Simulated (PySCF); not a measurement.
A GIAO shielding run with PySCF (density fitting, non-relativistic, gas phase) on `CS[SiH2]NC=O`, C2H7NOSSi:

```
$ OMP_NUM_THREADS=1 python probes_run.py task.json out

{"job": {"kind": "nmr", "xc": "PBE0", "basis": "6-311+G(2d,p)", "pop": true}, "charge": 0, "multiplicity": 1}
C     -2.719859     0.089343     0.588527
S     -1.097290     0.554939     1.274676
Si     0.145657    -0.120320    -0.332415
N      1.771048     0.247891     0.269691
C      2.821783    -0.084046    -0.526521
O      2.675092    -0.608951    -1.607888
H     -2.760529    -0.981091     0.341402
H     -2.965428     0.687580    -0.300336
H     -3.463462     0.295870     1.369421
H     -0.033177    -1.581761    -0.557062
H     -0.141305     0.623898    -1.590100
H      1.960679     0.680660     1.167382
H      3.824514     0.167021    -0.107289
```

Hardware: 1 thread of an Arm Neoverse N1, shared host. The job also computes population analyses, field gradients.

Question: How large is the calculation?

Answer: 64 electrons, 220 basis functions and 782 auxiliary functions.

Question: How long does it take, and how much memory does it need?

Answer: 52 s of wall time, with 15 SCF cycles and 5 response iterations; peak memory 1.1 GiB. Times on a shared host scatter by some tens of per cent.

Question: And these other runs on the same molecule and hardware: GIAO shielding at B97-2/pcSseg-1; GIAO shielding at BHandHLYP/pcSseg-1; GIAO shielding at CAM-B3LYP/pcSseg-1; GIAO shielding at LC-wPBE/pcSseg-1; GIAO shielding at PBE0/6-31G; GIAO shielding at PBE0/STO-3G?

Answer: B97-2/pcSseg-1: 151 functions, 24 s; BHandHLYP/pcSseg-1: 151 functions, 23 s; CAM-B3LYP/pcSseg-1: 151 functions, 33 s; LC-wPBE/pcSseg-1: 151 functions, 40 s; PBE0/6-31G: 76 functions, 14 s; PBE0/STO-3G: 45 functions, 7.2 s.
